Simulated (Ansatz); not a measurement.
Consider the ligand exchange at the Si–S bond: `[SiH3][S][AlH][SH]` + `[OH][Sc]([F])[Cl]` → `[F][Sc]([Cl])[O][SiH3]` + `[SH][AlH][SH]`.

Calculated with Ansatz (gas phase, PBE0-D4/def2-TZVP geometries, no zero-point term in ΔE). CCSD(T)/CBS is the MP2 limit (def2-TZVPP, def2-QZVPP) plus CCSD(T) − MP2 in def2-TZVPP, frozen cores. This one scheme is used for every species. Functionals use def2-TZVPP. For Sc outer-core shells are correlated without core-valence functions, which leaves a few kJ/mol of doubt a bond. Scalar relativity is left out up to krypton. One conformer a species, not always the lowest.

```json
{"level": "r2SCAN0-D4", "ΔE (kJ/mol)": "-44.1"}
{"level": "r2SCANh", "ΔE (kJ/mol)": "-45.0"}
```

Q: What does CCSD(T)/CBS give? (Estimate.)

A: Computed: -48.5 kJ/mol. The listed levels differ from it by 4.4, 3.5 kJ/mol.

Largest T1 diagnostic among the species: 0.016.

From BLYP to BHLYP (50 % exact exchange), in def2-TZVPP and without D4, ΔE moves by −4.7 kJ/mol. In def2-TZVPP, CCSD(T) changes the Hartree–Fock value by +20.9 kJ/mol (the triples alone add +4.0 kJ/mol) and MP2 by +25.2 kJ/mol.
